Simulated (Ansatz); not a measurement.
Reaction (ligand exchange at a Cd–C bond): `[CH3][Cd][Cl]` + HCl → `[Cl][Cd][Cl]` + CH₄

Program: Ansatz. Geometries: PBE0-D4/def2-TZVP. ΔE: electronic, gas phase. CCSD(T)/CBS adds triple-zeta CCSD(T) − MP2 to the extrapolated MP2 energy (def2 sets, frozen cores). This one scheme is used for every species. Functionals use def2-TZVPP. B3LYP here is the variant with VWN-RPA as its local correlation; programs differ in this. HSE06 is defined as in plane-wave codes. Elements past krypton have def2 core potentials. For Cd outer-core shells are correlated without core-valence functions, which leaves a few kJ/mol of doubt a bond.

```tsv
level	ΔE (eV)
B97M-V	-1.42
HSE06-D4	-1.32
BHLYP-D4	-1.47
ωB97X-V	-1.37
ωB97M-V	-1.34
B3LYP	-1.34
CCSD/def2-TZVPP	-1.29
CCSD(T)/def2-TZVPP	-1.23
```

(1) What does CCSD(T)/CBS give? (Best estimate.)

Largest T1 diagnostic among the species: 0.013.

Answers

(1) The calculation gave: -1.34 eV. The listed levels differ from it by -0.08, 0.02, -0.13, -0.03, 0.00, 0.00, 0.05, 0.11 eV.

From BLYP to BHLYP (50 % exact exchange), in def2-TZVPP and without D4, ΔE moves by −0.20 eV. At CCSD(T), def2-SVP lies −0.03 eV from the extrapolated value and def2-TZVPP +0.11 eV.
